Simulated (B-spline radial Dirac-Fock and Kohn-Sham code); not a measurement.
**How the settings move the core levels of Ni⁺**

ΔSCF core binding energies without Breit or QED terms, calculated with a radial B-spline solver. Keys: rel is the Hamiltonian (dirac, or spin-free x2c and nr, where L3 and M5 stand for the whole 2p and 3d shells), method is hf or an exchange,correlation pair (spin-unpolarised, also for the hole states), nuc the nuclear model, radius_factor scales its radius, rmax is the box in bohr, h the logarithmic mesh step, order the B-spline order, points the quadrature points per cell, c_factor scales the speed of light, and damp, ndamp, maxit and tol steer the iteration. The run stops when the commutator error falls below 10·tol·max(1, Z/10), or the numerical noise floor, and the energy has settled to about 1e-8 Ha; the virial ratio is −V/T.

Base input:

```json
{"items": [{"Z": 28, "q": 1, "cfg": [[1, 0, 2], [2, 0, 2], [2, 1, 6], [3, 0, 2], [3, 1, 6], [3, 2, 9]], "A": 58, "rrms": 3.7757, "do": "settings", "holes": ["K", "L3", "M5"],
  "settings": [{"rel": "dirac", "method": "hf", "nuc": "fermi", "radius_factor": 1.0, "rmax": 45.0, "h": 0.3, "order": 8, "points": 10, "c_factor": 1.0, "maxit": 60, "damp": 0.5, "ndamp": 3, "tol": 1e-08}]}]}
```

The ground state converged in 11 iterations, with total energy -1519.06167 Ha, virial ratio 1.98352 and highest orbital energy -20.64 eV. ΔSCF binding energies: K (1s) 8362.5 eV, L3 (2p3/2) 871.3 eV. Holes are computed only in closed shells, and unreliable hole states are left out.

Changes from the base run:

```csv
changed setting,Δ total energy (Ha),Δ K (eV),Δ L3 (eV),iterations
nuc = "sphere"; radius_factor = 0.5; tol = 1e-06,-0.00438,+0.05,0.00,9
damp = 0.0,0.00000,0.00,0.00,14
method = "pbesol",+0.02024,+10.02,-1.54,13
rmax = 25.0,0.00000,0.00,0.00,11
method = "pbesol"; rmax = 25.0; damp = 0.0,+0.02024,+10.02,-1.54,14
order = 9,0.00000,0.00,0.00,11
c_factor = 1.5,?,?,?,?
```

Q: What does the change c_factor = 1.5 do?

A: The total energy moves by +6.99342 Ha and the binding energies by K -50.46 eV, L3 +0.94 eV; the run takes 10 iterations.
